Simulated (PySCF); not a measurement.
C2H8GaNO2 (SMILES C[N](C)[Ga]([OH])[OH]), singlet, at a GFN2-xTB geometry (such geometries of metal compounds can be far from the true shape) (in this run its highest filled SCF level lies above zero, so its values depend strongly on the basis, on diffuse functions most of all), atoms displaced at random by about 0.03 Å a coordinate; R2SCAN/STO-3G, gradient run with PySCF.

PySCF was given this input:
```python
from pyscf import gto, scf, dft

mol = gto.Mole()
mol.atom = '''
    Ga   -0.19970740   -0.16179715   -0.55921975
    O    -0.10699827   -1.85084910   -1.08800936
    H     0.20012937   -2.53385295   -0.60121147
    O    -0.83217412    0.79464345   -1.70443869
    H    -0.99136730    1.83707929   -1.73045732
    N     0.58468448    0.36828590    1.04896222
    C     0.89803730   -0.47597887    2.15340247
    C     0.21105687    1.74072238    1.61395793
    H     1.74692858   -0.13552297    2.67962398
    H     0.10976468   -0.61993915    2.79651869
    H     1.15821291   -1.48140577    1.69648733
    H    -0.63846178    1.63966777    2.33542162
    H     1.05535002    2.18838616    2.16964046
    H    -0.05060303    2.43299921    0.76805557
'''
mol.basis = 'sto-3g'
mol.verbose = 4
mol.build()

mf = dft.RKS(mol)
mf.xc = 'r2scan'
mf.grids.level = 5
mf.kernel()
g = mf.nuc_grad_method()
g.grid_response = False
grad = g.kernel()
```

Q: Predict the main parts of the log of this PySCF run.

A: 
```
PySCF version 2.14.0

[INPUT] verbose = 4
[INPUT] num. atoms = 14
[INPUT] num. electrons = 74
[INPUT] charge = 0
[INPUT] spin (= nelec alpha-beta = 2S) = 0
[INPUT] symmetry False subgroup None
[INPUT] Mole.unit = angstrom
[INPUT] Symbol           X                Y                Z      unit          X                Y                Z       unit  Magmom
[INPUT]  1 Ga    -0.199707400000  -0.161797150000  -0.559219750000 AA   -0.377392291049  -0.305752301235  -1.056772170948 Bohr   0.0
[INPUT]  2 O     -0.106998270000  -1.850849100000  -1.088009360000 AA   -0.202197426102  -3.497597896898  -2.056039711363 Bohr   0.0
[INPUT]  3 H      0.200129370000  -2.533852950000  -0.601211470000 AA    0.378189698782  -4.788288115421  -1.136125021247 Bohr   0.0
[INPUT]  4 O     -0.832174120000   0.794643450000  -1.704438690000 AA   -1.572581174751   1.501658487180  -3.220922320212 Bohr   0.0
[INPUT]  5 H     -0.991367300000   1.837079290000  -1.730457320000 AA   -1.873412685850   3.471576727210  -3.270090405049 Bohr   0.0
[INPUT]  6 N      0.584684480000   0.368285900000   1.048962220000 AA    1.104893536484   0.695959486539   1.982251310816 Bohr   0.0
[INPUT]  7 C      0.898037300000  -0.475978870000   2.153402470000 AA    1.697044546644  -0.899469705380   4.069340904262 Bohr   0.0
[INPUT]  8 C      0.211056870000   1.740722380000   1.613957930000 AA    0.398839681008   3.289488557101   3.049938464270 Bohr   0.0
[INPUT]  9 H      1.746928580000  -0.135522970000   2.679623980000 AA    3.301216575375  -0.256101296888   5.063755439017 Bohr   0.0
[INPUT] 10 H      0.109764680000  -0.619939150000   2.796518690000 AA    0.207425183351  -1.171515207396   5.284654426327 Bohr   0.0
[INPUT] 11 H      1.158212910000  -1.481405770000   1.696487330000 AA    2.188705193836  -2.799451184650   3.205896427495 Bohr   0.0
[INPUT] 12 H     -0.638461780000   1.639667770000   2.335421620000 AA   -1.206517905202   3.098523020576   4.413307247188 Bohr   0.0
[INPUT] 13 H      1.055350020000   2.188386160000   2.169640460000 AA    1.994322503354   4.135450497189   4.100026258175 Bohr   0.0
[INPUT] 14 H     -0.050603030000   2.432999210000   0.768055570000 AA   -0.095625867773   4.597702168183   1.451414675747 Bohr   0.0

nuclear repulsion = 488.73570268843
number of shells = 31
number of NR pGTOs = 153
number of NR cGTOs = 51
basis = sto-3g
ecp = {}

******** <class 'pyscf.dft.rks.RKS'> ********
method = RKS
initial guess = minao
damping factor = 0
level_shift factor = 0
DIIS = <class 'pyscf.scf.diis.CDIIS'>
diis_start_cycle = 1
diis_space = 8
diis_damp = 0
SCF conv_tol = 1e-09
SCF conv_tol_grad = None
SCF max_cycles = 50
direct_scf = True
direct_scf_tol = 1e-13
XC library pyscf.dft.libxc version 7.1.2
    S. Lehtola, C. Steigemann, M. J. T. Oliveira, and M. A. L. Marques,  SoftwareX 7, 1–5 (2018)
XC functionals = r2scan
    J. W. Furness, A. D. Kaplan, J. Ning, J. P. Perdew, and J. Sun,  J. Phys. Chem. Lett. 11, 8208–8215 (2020)
    J. W. Furness, A. D. Kaplan, J. Ning, J. P. Perdew, and J. Sun,  J. Phys. Chem. Lett. 11, 9248–9248 (2020)
    J. W. Furness, A. D. Kaplan, J. Ning, J. P. Perdew, and J. Sun,  J. Phys. Chem. Lett. 11, 8208–8215 (2020)
    J. W. Furness, A. D. Kaplan, J. Ning, J. P. Perdew, and J. Sun,  J. Phys. Chem. Lett. 11, 9248–9248 (2020)
radial grids:
    Treutler-Ahlrichs [JCP 102, 346 (1995); DOI:10.1063/1.469408] (M4) radial grids

becke partition: Becke, JCP 88, 2547 (1988); DOI:10.1063/1.454033
pruning grids: <function nwchem_prune>
grids dens level: 5
symmetrized grids: False
atomic radii adjust function: <function treutler_atomic_radii_adjust>
small_rho_cutoff = 0
Set gradient conv threshold to 3.16228e-05
Initial guess from minao.
tot grids = 447624
init E= -2183.11912878503
  HOMO = -0.443099992246222  LUMO = -0.306742430259867  gap/eV = 3.71048
cycle= 1 E= -2184.32678613986  delta_E= -1.21  |g|= 0.898  |ddm|= 4.56
  HOMO = 0.341436856757261  LUMO = 0.350445553436984  gap/eV = 0.24514
cycle= 2 E= -2156.56112174397  delta_E= 27.8  |g|= 11.5  |ddm|= 9.35
  HOMO = 0.212434814249414  LUMO = 0.260417417749073  gap/eV = 1.30567
cycle= 3 E= -2183.90155398534  delta_E= -27.3  |g|= 1.39  |ddm|= 8.04
  HOMO = 0.0448819119276725  LUMO = 0.132328197563521  gap/eV = 2.37953
cycle= 4 E= -2184.58759679469  delta_E= -0.686  |g|= 0.545  |ddm|= 3.18
  HOMO = 0.015571555662105  LUMO = 0.110147557137202  gap/eV = 2.57354
cycle= 5 E= -2184.68005806709  delta_E= -0.0925  |g|= 0.115  |ddm|= 1.02
  HOMO = 0.00891522196301053  LUMO = 0.0973393910634455  gap/eV = 2.40614
cycle= 6 E= -2184.68428523397  delta_E= -0.00423  |g|= 0.0546  |ddm|= 0.262
  HOMO = 0.0136504034019913  LUMO = 0.0981935475193038  gap/eV = 2.30054
cycle= 7 E= -2184.68515510942  delta_E= -0.00087  |g|= 0.0192  |ddm|= 0.11
  HOMO = 0.0133022869683669  LUMO = 0.0990427741300956  gap/eV = 2.33312
cycle= 8 E= -2184.68528843434  delta_E= -0.000133  |g|= 0.00666  |ddm|= 0.0381
  HOMO = 0.0123467315393464  LUMO = 0.0989245886602313  gap/eV = 2.35590
cycle= 9 E= -2184.68530276257  delta_E= -1.43e-05  |g|= 0.00232  |ddm|= 0.0157
  HOMO = 0.0125211917322035  LUMO = 0.0989120063999361  gap/eV = 2.35081
cycle= 10 E= -2184.68530457214  delta_E= -1.81e-06  |g|= 0.000505  |ddm|= 0.00486
  HOMO = 0.0124752493797534  LUMO = 0.0988934782964045  gap/eV = 2.35156
cycle= 11 E= -2184.68530465974  delta_E= -8.76e-08  |g|= 5.02e-05  |ddm|= 0.00076
  HOMO = 0.0124749223285804  LUMO = 0.0988985126665635  gap/eV = 2.35171
cycle= 12 E= -2184.68530466088  delta_E= -1.14e-09  |g|= 1.07e-05  |ddm|= 0.000155
  HOMO = 0.0124758659392272  LUMO = 0.0988984592561012  gap/eV = 2.35168
cycle= 13 E= -2184.68530466095  delta_E= -6.41e-11  |g|= 6.62e-07  |ddm|= 2.84e-05
  HOMO = 0.0124757711877552  LUMO = 0.0988984195882917  gap/eV = 2.35168
Extra cycle  E= -2184.68530466097  delta_E= -2.55e-11  |g|= 1.56e-06  |ddm|= 3.68e-06
converged SCF energy = -2184.68530466097

******** <class 'pyscf.grad.rks.Gradients'> for <class 'pyscf.dft.rks.RKS'> ********
unit = Eh/Bohr
grid_response = False
--------------- RKS gradients ---------------
         x                y                z
0 Ga    -0.0043271980    -0.0048476162    -0.0020367997
1 O     0.0684678817    -0.1917770342     0.0945945009
2 H    -0.0602334056     0.1136213108    -0.1046785325
3 O    -0.0163908752     0.0184029610    -0.0253121704
4 H    -0.0127389190     0.0442320380    -0.0164982559
5 N     0.0434055517    -0.0407434655     0.0826666227
6 C    -0.0403714664     0.0691395221     0.0579345750
7 C     0.0041138335     0.0073526074     0.0176631896
8 H    -0.0346378279    -0.0152446433    -0.0262178514
9 H     0.0561070600     0.0099210587    -0.0525557380
10 H     0.0029467645    -0.0153796654    -0.0174899249
11 H    -0.0030135817    -0.0054914331     0.0075944949
12 H    -0.0034482321     0.0019713875    -0.0001050084
13 H     0.0004287073     0.0097802891    -0.0142802790
----------------------------------------------
```
